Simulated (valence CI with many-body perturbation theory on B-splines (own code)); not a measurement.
# Valence orbitals of Cd33+

Method: valence CI with perturbative core correlation (CI+MBPT): five valence electrons over a frozen Dirac-Fock core [Ne], radial functions for each j: 11 s, 11 p, 10 d, 8 f, 5 g, 2 h, with the one-electron correlation potential Σ1, the two-electron term Σ2, the three-electron term Σ3, Breit, model QED; selected CI, second order for the rest, scaled by the run's own slope (own B-spline code, finite nucleus).

No measured spectrum was set against this ion. As an estimate, large intervals hold to a few tenths of a per cent, small ones and those within an open d or f shell to about a per cent. Among the levels kept, up to 4200 cm⁻¹ of a level comes from second order outside the variational space, and about a tenth of that is noise between levels of different J, which matters for small intervals.

These are the spectroscopic orbitals of the CI (the correlating ones are not listed), shaped by the core and the other valence electrons. h is the expectation value of the core's Dirac-Fock operator, without the valence repulsion; Σ1 is computed up to l = 3 at one energy for each symmetry, that of its lowest orbital but kept below the first core excitation, so for empty shells it is not the orbital's own correlation shift; Breit and QED include the response of the core.

| Orbital | h (hartree) | Σ1 (cm⁻¹) | Breit (cm⁻¹) | QED (cm⁻¹) | ⟨r⟩ (bohr) |
| --- | --- | --- | --- | --- | --- |
| 3s1/2 | -91.796 | -6251 | 9521 | 7125 | 0.3199 |
| 4s1/2 | -49.74 | -2027 | 3604 | 2768 | 0.5998 |
| 5s1/2 | -31.131 | -913 | 1703 | 1330 | 0.9709 |
| 6s1/2 | -21.308 | -494 | 946 | 743 | 1.429 |
| 7s1/2 | -15.495 | -299 | 580 | 457 | 1.975 |
| 8s1/2 | -11.773 | -195 | 381 | 301 | 2.609 |
| 3p1/2 | -88.656 | -7875 | 15719 | -192 | 0.3059 |
| 4p1/2 | -48.425 | -2521 | 6009 | -68.5 | 0.5928 |
| 5p1/2 | -30.47 | -1145 | 2897 | -32.2 | 0.9695 |
| 6p1/2 | -20.93 | -624 | 1623 | -17.8 | 1.433 |
| 7p1/2 | -15.259 | -378 | 1000 | -10.9 | 1.986 |
| 8p1/2 | -11.616 | -247 | 660 | -7.1 | 2.625 |
| 3p3/2 | -86.795 | -7352 | 9573 | 511 | 0.3135 |
| 4p3/2 | -47.671 | -2400 | 3619 | 203 | 0.6029 |
| 5p3/2 | -30.094 | -1099 | 1815 | 100 | 0.9822 |
| 6p3/2 | -20.715 | -601 | 1016 | 56.3 | 1.449 |
| 7p3/2 | -15.125 | -366 | 626 | 34.9 | 2.003 |
| 8p3/2 | -11.527 | -240 | 413 | 23.1 | 2.646 |
| 3d3/2 | -82.752 | -8878 | 7073 | -271 | 0.2732 |
| 4d3/2 | -46.107 | -2402 | 2495 | -92.6 | 0.5732 |
| 5d3/2 | -29.326 | -1061 | 1184 | -43.7 | 0.9601 |
| 6d3/2 | -20.281 | -572 | 659 | -24.3 | 1.435 |
| 7d3/2 | -14.855 | -346 | 405 | -14.9 | 1.997 |
| 3d5/2 | -82.336 | -8428 | 3306 | -33.9 | 0.2755 |
| 4d5/2 | -45.928 | -2276 | 1159 | 0.6 | 0.5760 |
| 5d5/2 | -29.234 | -1005 | 559 | 2.6 | 0.9636 |
| 6d5/2 | -20.228 | -542 | 312 | 2.1 | 1.439 |
| 7d5/2 | -14.822 | -328 | 192 | 1.6 | 2.002 |
| 4f5/2 | -45.072 | -1907 | 200 | -30.3 | 0.5097 |
| 5f5/2 | -28.804 | -937 | 137 | -16.7 | 0.9035 |
| 6f5/2 | -19.982 | -531 | 87.5 | -9.9 | 1.384 |
| 7f5/2 | -14.669 | -330 | 58.3 | -6.3 | 1.953 |
| 4f7/2 | -44.999 | -1865 | 42.8 | 8.1 | 0.5110 |
| 5f7/2 | -28.766 | -915 | 29.4 | 2.8 | 0.9050 |
| 6f7/2 | -19.96 | -518 | 18.2 | 1.3 | 1.386 |
| 7f7/2 | -14.655 | -321 | 12.1 | 0.7 | 1.955 |
| 5g7/2 | -28.64 |  | 3.5 | -6.1 | 0.8025 |
| 6g7/2 | -19.892 |  | 3.5 | -3.6 | 1.285 |
| 7g7/2 | -14.613 |  | 2.8 | -2.3 | 1.857 |
| 5g9/2 | -28.618 |  | 0.3 | 4.5 | 0.8033 |
| 6g9/2 | -19.879 |  | 0.3 | 2.5 | 1.286 |
| 7g9/2 | -14.605 |  | 0.2 | 1.6 | 1.858 |
| 6h9/2 | -19.854 |  |  |  | 1.145 |
| 6h11/2 | -19.846 |  |  |  | 1.145 |

Among the shells of the start configuration 3s2 3p3, Σ1 is largest in size for 3p1/2, where it is 0.040 % of h.

Lowest root of each symmetry, sizes in configuration state functions:

```csv
J,Parity,Roots,Reference,Variational,Second order,Change by selected CI (cm⁻¹),Change by second order (cm⁻¹)
1/2,even,11,84,31877,612306,-13799,-405
3/2,even,16,135,31845,1376492,-14824,-1439
5/2,even,14,147,31935,1622609,-11076,-1248
7/2,even,9,118,31965,1840789,-16649,-1540
9/2,even,5,80,31848,1487459,-17345,-1379
11/2,even,1,37,32604,760117,-11988,-893
13/2,even,1,15,33212,578324,-14408,-590
1/2,odd,22,88,31983,752621,-15374,-903
3/2,odd,34,145,31986,1784654,-13626,-1242
5/2,odd,32,153,31670,2241747,-13985,-2089
7/2,odd,24,129,31614,2255885,-11327,-1740
9/2,odd,12,83,31964,1848210,-11673,-1365
11/2,odd,4,43,32108,1376372,-16899,-1490
```
